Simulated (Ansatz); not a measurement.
Basis-set extrapolation for C$_{11}$H$_{14}$O (`CC(C)CC(=O)c1ccccc1`) (PBE0-D4/def2-TZVP geometry, frozen core, the Gaussian-basis code of Ansatz). Multiplicity 1, RHF reference.

```csv
,def2-TZVPP,def2-QZVPP
HF,-499.759493,-499.780953
MP2 correlation,-2.023725,-2.154329
CCSD(T) correlation,-2.185423,not run
```

Energies in hartree. Use E(X) = E(∞) + A·exp(−7.88·√X) for Hartree–Fock and E(X) = E(∞) + B·X^(−2.97) for correlation, with X = 3 and 4, and add CCSD(T) minus MP2 of the smaller set to the MP2 limit.

Task: What is the CCSD(T) energy at the basis-set limit?

Result: HF limit: -499.780953 + (-0.021460) × 0.13774 = -499.78391. MP2 limit: -2.154329 + (-0.130604) × 0.74074 = -2.25107. Higher-order term: -2.185423 − (-2.023725) = -0.16170. Total: -502.19668 hartree, 661.0 kJ/mol below CCSD(T)/def2-TZVPP.
